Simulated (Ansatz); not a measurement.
A run for Ansatz (a program for electronic structure): R-B3LYP/def2-TZVPP on C4H10 (SMILES CC(C)C).

Ansatz 0.2 input:
```yaml
crystal:
  periodic: [false, false, false]
  atoms:
    - {symbol: C, position_ang: [-0.70645521, 1.07034480, 0.69031540]}
    - {symbol: C, position_ang: [-0.10313766, -0.27303670, 0.27989357]}
    - {symbol: C, position_ang: [1.42321678, -0.19861702, 0.23709158]}
    - {symbol: C, position_ang: [-0.66724925, -0.74060730, -1.06185298]}
    - {symbol: H, position_ang: [-0.33003602, 1.39451980, 1.66289960]}
    - {symbol: H, position_ang: [-0.45390359, 1.84509600, -0.03939473]}
    - {symbol: H, position_ang: [-1.79537275, 1.01460650, 0.75238555]}
    - {symbol: H, position_ang: [-0.38269206, -1.01319773, 1.03863187]}
    - {symbol: H, position_ang: [1.86094209, -1.16402845, -0.02573511]}
    - {symbol: H, position_ang: [1.75260439, 0.53035568, -0.50897068]}
    - {symbol: H, position_ang: [1.83352231, 0.10535277, 1.20247049]}
    - {symbol: H, position_ang: [-0.41328932, -0.03118923, -1.85478213]}
    - {symbol: H, position_ang: [-0.26270690, -1.71462152, -1.34530025]}
    - {symbol: H, position_ang: [-1.75554281, -0.82517761, -1.02765214]}
basis:
  gaussian:
    orbitals: def2-TZVPP
hamiltonian:
  xc: {name: B3LYP}
scf: {lower_state_search: off}
```

Q: What total energy does the run end on?

A: -158.5250 hartree.
